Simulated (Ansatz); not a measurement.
One change: `[OH][Mg][N]([SiH3])[SiH3]` becomes `[SiH3][N]([SiH3])[Cu]`.

Ansatz, PBE0-D4/def2-TZVP geometries, multiplicity 1. Each molecule was computed in one conformer, which needn't be the lowest.

Scalar relativity is left out up to krypton.

| property | `[OH][Mg][N]([SiH3])[SiH3]` |
| --- | --- |
| HOMO energy (ωB97M-V/def2-TZVPP) / eV | -9.62 |
| HOMO–LUMO gap (B3LYP/def2-TZVPP) / eV | 5.48 |
| HOMO energy (PBE0/def2-TZVPP) / eV | -7.36 |
| HOMO energy (B3LYP/def2-TZVPP) / eV | -7.14 |
| LUMO energy (B3LYP/def2-TZVPP) / eV | -1.66 |
| size of the dipole moment (B3LYP/def2-TZVPP) / D | 1.26 |

What does the change do to each property? (Best estimate.)

Ansatz gave: 
| property | `[SiH3][N]([SiH3])[Cu]` | shift |
| --- | --- | --- |
| HOMO energy (ωB97M-V/def2-TZVPP) / eV | -8.83 | 0.79 |
| HOMO–LUMO gap (B3LYP/def2-TZVPP) / eV | 3.19 | -2.29 |
| HOMO energy (PBE0/def2-TZVPP) / eV | -6.58 | 0.78 |
| HOMO energy (B3LYP/def2-TZVPP) / eV | -6.43 | 0.71 |
| LUMO energy (B3LYP/def2-TZVPP) / eV | -3.23 | -1.57 |
| size of the dipole moment (B3LYP/def2-TZVPP) / D | 4.41 | 3.15 |

With PBE0 the HOMO rises by 0.78 eV and the LUMO falls by 1.45 eV, so the gap narrows by about 2.23 eV. PBE moves the HOMO by 0.74 eV and ωB97M-V by 0.79 eV. Dipoles are sizes alone; their direction can turn.

B3LYP here is the variant with VWN-RPA as its local correlation; programs differ in this.
